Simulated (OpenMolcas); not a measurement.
2s2 2p2 along the 6-electron sequence

| Item | Value |
| --- | --- |
| Program | OpenMolcas |
| Method | SS-CASPT2, IPEA 0.25 Eh, imaginary shift 0.1 Eh |
| Basis | ANO-R2 |
| Scalar Hamiltonian | X2C, finite nucleus |
| Spin-orbit coupling | state interaction with AMFI integrals over the reference wave functions, term energies averaged over their components |

Active space for each ion: 4 electrons in 4 orbitals (2s 2p); closed shells correlated by CASPT2: 1s.

Computed levels in cm-1 above 3P0:

```
                               Level     N+    O2+    F3+   Ne4+
                                 3P1   44.2    103    214    389
                                 3P2    131    305    624   1123
                                 1D2  15260  20400  25610  30840
                                 1S0  31770  42640  53400  64070
weight of 3P in the lowest level (%)    100    100    100    100
```

Measured, with the error of the calculation in %. Measured levels: N+ from NIST Handbook of Basic Atomic Spectroscopic Data; O2+ from Moore, Selected Tables of Atomic Spectra, NSRDS-NBS 3, section 11; F3+ from Moore, Atomic Energy Levels, vol. I, NSRDS-NBS 35 (1971 reprint of NBS Circular 467, 1949); Ne4+ from NIST levels in Podobedova, Fuhr, Reader and Wiese, J. Phys. Chem. Ref. Data 33, 525 (2004).

```tsv
Level	N+	O2+	F3+	Ne4+
3P1	48.7 (-9.2)	113 (-8.8)	225 (-5.1)	412 (-5.6)
3P2	131 (+0.4)		613 (+1.8)	1110 (+1.1)
1D2	15316 (-0.3)	20273 (+0.6)	25241 (+1.4)	30292 (+1.8)
1S0	32689 (-2.8)	43186 (-1.3)	53544 (-0.3)	63914 (+0.2)
```

The fine-structure level 3P2 changes by a factor of 8.57 from N+ to Ne4+. Its fourth root runs 3.38, 4.18, 5.00, 5.79, with steps per unit of Z of 0.80, 0.82, 0.79; equal steps would mean a (Z - σ)^4 law with constant σ.

1D2 changes by a factor of 2.02 over the same range, with steps per unit of Z of +5140, +5210, +5230 cm-1.

CASPT2 breaks the degeneracy within a term, and the mean is taken; among the terms shown or strongly mixed into the levels shown the widest spread is 12 cm-1 (2s2 2p2 1D, N+). Computed and measured levels are paired by configuration, term and J; levels that our copy of the source lacks, or whose pairing is in doubt (as where it misses far off the trend of its configuration), stay unpaired and out of the deviations. Levels of configurations outside the active space are missing.
